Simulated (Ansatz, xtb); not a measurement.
Molecule: sum formula TiOF2, net charge 0, singlet state. 
Structure (B3LYP-D3(BJ)/def2-TZVP (Ansatz, a program for electronic structure) minimum search):
```xyz
4

Ti     0.0115    -0.0412    -0.0197
O      1.4904    -0.5662    -0.3560
F     -0.5834    -0.3731     1.6455
F     -0.7694     0.9771    -1.2808
```

Harmonic wavenumbers from GFN2-xTB (xtb, at its own minimum), cm⁻¹: 131, 213, 255, 539, 613, 931.

Problem. Give the harmonic wavenumbers at B3LYP-D3(BJ)/def2-TZVP (Ansatz, finite differences of forces, unscaled).

Solution. 24, 196, 270, 665, 779, 1084 cm⁻¹. Zero-point energy 4.3 kcal/mol.
